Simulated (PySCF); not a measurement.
H3ClSi, singlet, at a GFN2-xTB geometry; PySCF with DF-PBE/cc-pV(T+d)Z.

Input for PySCF:
```python
from pyscf import gto, scf, dft

mol = gto.Mole()
mol.atom = '''
    Si   -0.962314   -0.037805   -0.060638
    Cl    1.042309    0.040948    0.065679
    H    -1.315510   -1.027484   -1.071920
    H    -1.446118    1.284492   -0.440594
    H    -1.485214   -0.423847    1.244907
'''
mol.basis = 'cc-pv(t+d)z'
mol.charge = 0
mol.spin = 0
mol.verbose = 4
mol.max_memory = 1800
mol.build()

mf = dft.RKS(mol)
mf.xc = 'pbe'
mf = mf.density_fit(auxbasis='def2-universal-jkfit')
mf.kernel()
```

Output, abridged:

```
PySCF version 2.14.0

[INPUT] verbose = 4
[INPUT] num. atoms = 5
[INPUT] num. electrons = 34
[INPUT] charge = 0
[INPUT] spin (= nelec alpha-beta = 2S) = 0
[INPUT] symmetry False subgroup None
[INPUT] Mole.unit = angstrom
[INPUT] Symbol           X                Y                Z      unit          X                Y                Z       unit  Magmom
[INPUT]  1 Si    -0.962314000000  -0.037805000000  -0.060638000000 AA   -1.818509905835  -0.071441096139  -0.114589212741 Bohr   0.0
[INPUT]  2 Cl     1.042309000000   0.040948000000   0.065679000000 AA    1.969678547169   0.077380505349   0.124115322135 Bohr   0.0
[INPUT]  3 H     -1.315510000000  -1.027484000000  -1.071920000000 AA   -2.485953614127  -1.941663357373  -2.025635227444 Bohr   0.0
[INPUT]  4 H     -1.446118000000   1.284492000000  -0.440594000000 AA   -2.732766963804   2.427338089195  -0.832601992127 Bohr   0.0
[INPUT]  5 H     -1.485214000000  -0.423847000000   1.244907000000 AA   -2.806647696370  -0.800954748719   2.352533280554 Bohr   0.0

nuclear repulsion = 88.1001987747825
number of shells = 17
number of NR pGTOs = 176
number of NR cGTOs = 120
basis = cc-pv(t+d)z
ecp = {}

******** <class 'pyscf.df.df_jk.DFRKS'> ********
method = DFRKS
initial guess = minao
damping factor = 0
level_shift factor = 0
DIIS = <class 'pyscf.scf.diis.CDIIS'>
diis_start_cycle = 1
diis_space = 8
diis_damp = 0
SCF conv_tol = 1e-09
SCF conv_tol_grad = None
SCF max_cycles = 50
direct_scf = False
XC library pyscf.dft.libxc version 7.1.2
    S. Lehtola, C. Steigemann, M. J. T. Oliveira, and M. A. L. Marques,  SoftwareX 7, 1–5 (2018)
XC functionals = pbe
    J. P. Perdew, K. Burke, and M. Ernzerhof,  Phys. Rev. Lett. 77, 3865 (1996)
    J. P. Perdew, K. Burke, and M. Ernzerhof,  Phys. Rev. Lett. 78, 1396 (1997)
    J. P. Perdew, K. Burke, and M. Ernzerhof,  Phys. Rev. Lett. 77, 3865 (1996)
    J. P. Perdew, K. Burke, and M. Ernzerhof,  Phys. Rev. Lett. 78, 1396 (1997)
radial grids:
    Treutler-Ahlrichs [JCP 102, 346 (1995); DOI:10.1063/1.469408] (M4) radial grids

becke partition: Becke, JCP 88, 2547 (1988); DOI:10.1063/1.454033
pruning grids: <function nwchem_prune>
grids dens level: 3
symmetrized grids: False
atomic radii adjust function: <function treutler_atomic_radii_adjust>
small_rho_cutoff = 0
Set gradient conv threshold to 3.16228e-05
Initial guess from minao.
tot grids = 67488
init E= -751.201845379586
  HOMO = -0.330346490016029  LUMO = -0.053330504776774  gap/eV = 7.53799
cycle= 1 E= -751.20427149304  delta_E= -0.00243  |g|= 0.229  |ddm|= 3.77
  HOMO = -0.246046616594679  LUMO = -0.0212798338701639  gap/eV = 6.11622
cycle= 2 E= -751.200817985846  delta_E= 0.00345  |g|= 0.258  |ddm|= 0.943
  HOMO = -0.280836504868202  LUMO = -0.02524935025777  gap/eV = 6.95488
cycle= 3 E= -751.216144513662  delta_E= -0.0153  |g|= 0.05  |ddm|= 0.44
  HOMO = -0.281712624551652  LUMO = -0.0298421343739417  gap/eV = 6.85375
cycle= 4 E= -751.216786005429  delta_E= -0.000641  |g|= 0.0179  |ddm|= 0.101
  HOMO = -0.281587684363555  LUMO = -0.0289809368362945  gap/eV = 6.87378
cycle= 5 E= -751.216865742417  delta_E= -7.97e-05  |g|= 0.00286  |ddm|= 0.0214
  HOMO = -0.281922927867588  LUMO = -0.0290450075832513  gap/eV = 6.88116
cycle= 6 E= -751.216867850793  delta_E= -2.11e-06  |g|= 0.000387  |ddm|= 0.00526
  HOMO = -0.281833865596423  LUMO = -0.0289867601051608  gap/eV = 6.88032
cycle= 7 E= -751.216867896908  delta_E= -4.61e-08  |g|= 0.000111  |ddm|= 0.00113
  HOMO = -0.281840782929534  LUMO = -0.0290015147111813  gap/eV = 6.88011
cycle= 8 E= -751.216867901005  delta_E= -4.1e-09  |g|= 1.27e-05  |ddm|= 0.000256
  HOMO = -0.281839938579659  LUMO = -0.0290001867470391  gap/eV = 6.88012
cycle= 9 E= -751.216867901044  delta_E= -3.89e-11  |g|= 1.4e-06  |ddm|= 2.14e-05
  HOMO = -0.2818400301642  LUMO = -0.0290001937100595  gap/eV = 6.88012
Extra cycle  E= -751.216867901044  delta_E= -3.41e-13  |g|= 1.58e-06  |ddm|= 3.19e-06
converged SCF energy = -751.216867901044
```
